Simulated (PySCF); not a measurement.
CH₈O₂Si₂, SMILES C[Si](O)(O)[SiH3]. Geometry: PBE-D3(BJ)/def2-SVP. This is a generated structure with no PubChem entry under its InChIKey; it may be hypothetical. Other conformers were not sampled.

Level of theory: PBE-D3(BJ)/def2-SVP run with PySCF.

Harmonic wavenumbers (cm⁻¹): 84, 104, 125, 135, 158, 167, 216, 243, 325, 423, 485, 490, 652, 714, 737, 779, 797, 827, 883, 896, 905, 923, 1214, 1376, 1383, 2139, 2151, 2166, 2965, 3061, 3073, 3739, 3768. Rotational constants (GHz): 3.421, 2.006, 1.927; symmetry number 1.

Task: Work out the zero-point energy and the ideal-gas rigid-rotor harmonic-oscillator thermochemistry at 298.15 K and 1 atm.

Result: ZPE = ½ Σ hcν = ½ × 38103 cm⁻¹ = 54.47 kcal/mol. H − E(el) = 61.29 kcal/mol. Entropy in cal/(mol K): translation 39.95, rotation 27.59, vibration 27.60, total 95.14. G − E(el) = 32.92 kcal/mol. Cp = 35.54 cal/(mol K). Modes under 150 cm⁻¹ make the vibrational entropy uncertain.
